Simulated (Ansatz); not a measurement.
`[NH2][Sn@@H]([GaH2])[Si@H](O)[SiH3]` at its PBE0-D4/def2-TZVP geometry, where that method's forces vanish. Charge 0, multiplicity 1. Sn takes the def2 core potential.

```xyz
16

N     1.5136   -0.6880   -1.4997
Sn    1.2830   -0.2784    0.4975
Ga    2.2308    2.1283    0.8998
Si   -1.2602   -0.5581    0.8403
O    -1.7243   -2.1451    0.9992
Si   -2.3142    0.3038   -1.0587
H     1.2568   -1.6384   -1.7379
H     2.4614   -0.5458   -1.8261
H     2.1178   -1.4425    1.4735
H     2.0601    2.8272    2.2988
H     2.9630    2.9046   -0.2560
H    -1.6568    0.2314    2.0475
H    -1.3480   -2.6398    1.7290
H    -3.7947    0.3394   -0.9064
H    -1.8216    1.6977   -1.2409
H    -1.9667   -0.4963   -2.2601
```

Q: What forces (eV/Å) does PBE-D4/def2-TZVPP give on these atoms in Ansatz? (Estimate.)

A: Ansatz gave: 
```
N1  -0.231  0.228 -0.219
Sn2 -0.010  0.161  0.232
Ga3  0.012 -0.032 -0.001
Si4  0.093  0.319 -0.071
O5  -0.330 -0.249 -0.313
Si6  0.023 -0.033  0.063
H7  -0.074 -0.328 -0.075
H8   0.330  0.037 -0.101
H9   0.087 -0.135  0.136
H10 -0.013  0.047  0.086
H11  0.039  0.058 -0.076
H12 -0.038  0.109  0.130
H13  0.177 -0.242  0.346
H14 -0.150  0.005  0.009
H15  0.049  0.133 -0.018
H16  0.036 -0.078 -0.128
```
